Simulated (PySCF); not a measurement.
Which basis set comes closest?

Molecule: SMILES CCP(=O)(CC)CC, C6H15OP.

Geometry:
```
atom   x (Å)   y (Å)   z (Å)
  C1   2.598   0.605   0.457
  C2   1.663  -0.119  -0.501
  P3   0.051  -0.485   0.277
  O4   0.180  -1.244   1.566
  C5  -0.893  -1.388  -1.000
  C6  -2.298  -1.738  -0.527
  C7  -0.794   1.122   0.502
  C8  -1.001   1.981  -0.736
  H9   2.633   0.075   1.420
 H10   2.262   1.636   0.653
 H11   3.619   0.661   0.054
 H12   1.514   0.436  -1.442
 H13   2.078  -1.104  -0.774
 H14  -0.899  -0.817  -1.943
 H15  -0.310  -2.306  -1.184
 H16  -2.939  -0.846  -0.454
 H17  -2.788  -2.441  -1.217
 H18  -2.255  -2.206   0.468
 H19  -0.206   1.649   1.271
 H20  -1.751   0.873   0.990
 H21  -1.517   2.919  -0.482
 H22  -0.046   2.253  -1.211
 H23  -1.614   1.468  -1.493
```

Geometry PBE0-D3(BJ)/def2-SVP throughout; GIAO in PySCF, gas phase, one conformer, non-relativistic; equivalent atoms averaged; functional PBE0.

Reference values (measured; E. Pretsch, P. Bühlmann, M. Badertscher, Structure Determination of Organic Compounds, 4th ed., Springer 2009): δ(P3) = 48.0 ppm vs 85 % H3PO4. Computed shifts are taken against H3PO4, calculated as an isolated molecule at each level.

Task: How do the basis sets STO-3G, 6-31G, 6-31G*, 6-311+G(2d,p) perform against the reference? Times are CPU seconds on 1 thread of an Arm Neoverse V2, shared host.

Result: 
```tsv
basis set	functions	P3	abs. error P	core-s
STO-3G	59	-87.0	135.0	6.5
6-31G	106	-21.9	69.9	13
6-31G*	146	28.7	19.3	18
6-311+G(2d,p)	314	22.2	25.8	59
```

For 31P the closest is 6-31G* (19.3 ppm) and the furthest STO-3G (135.0 ppm). Where a smaller basis beats a larger one, errors probably cancel. One molecule is a small sample, and vibrational and solvent effects are absent from the calculation.

A small basis that lands close on one nucleus may do so by chance; judge by the trend and by all nuclei.
